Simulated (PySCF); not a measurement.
BHI₂O. Atoms are numbered in the order given.

```xyz
5

B      0.8373    -0.0124     0.0000
I     -0.2350     1.8718     0.0000
I     -0.2208    -1.8795     0.0000
O      2.1719    -0.0446     0.0000
H      2.5980     0.8251     0.0000
```

Geometry: B3LYP-D3(BJ)/def2-SVP. The def2 effective core potentials stand for the cores of I; spin–orbit coupling is left out. The values are those of a single conformer.

The numbers are results of TDDFT-CAM-B3LYP/def2-SVPD (PySCF), not measurements.

Vertical excitations.  State labels are in the subgroup Cs.

Problem. List the lowest excited states. (The exact figures need the calculation; the answer reports its results.)

Solution. 
```
state  symmetry  energy (eV)  λ (nm)      f                              main pairs
-----  --------  -----------  ------  -----  --------------------------------------
S1           A"         5.13     242  0.000                          HOMO→LUMO 99 %
S2           A'         5.59     222  0.001      HOMO→LUMO+1 56 %, HOMO−1→LUMO 28 %
S3           A'         5.83     213  0.174      HOMO−1→LUMO 65 %, HOMO→LUMO+1 23 %
S4           A"         5.86     211  0.000                      HOMO−1→LUMO+1 75 %
S5           A"         5.88     211  0.000                        HOMO−2→LUMO 97 %
S6           A'         6.24     199  0.000    HOMO−2→LUMO+1 58 %, HOMO→LUMO+3 10 %
S7           A"         6.34     196  0.004  HOMO−3→LUMO+1 64 %, HOMO−3→LUMO+2 11 %
S8           A'         6.35     195  0.021                        HOMO−3→LUMO 81 %
S9           A'         6.60     188  0.029                        HOMO→LUMO+2 63 %
S10          A"         6.66     186  0.000                        HOMO−4→LUMO 96 %
T1           A"         5.01     247      0                          HOMO→LUMO 98 %
T2           A'         5.11     243      0                        HOMO→LUMO+1 65 %
T3           A'         5.18     239      0                        HOMO−1→LUMO 88 %
T4           A"         5.44     228      0                      HOMO−1→LUMO+1 69 %
```
Triplets are in the Tamm–Dancoff approximation, which puts them higher than full response would, so one can lie above its singlet here.
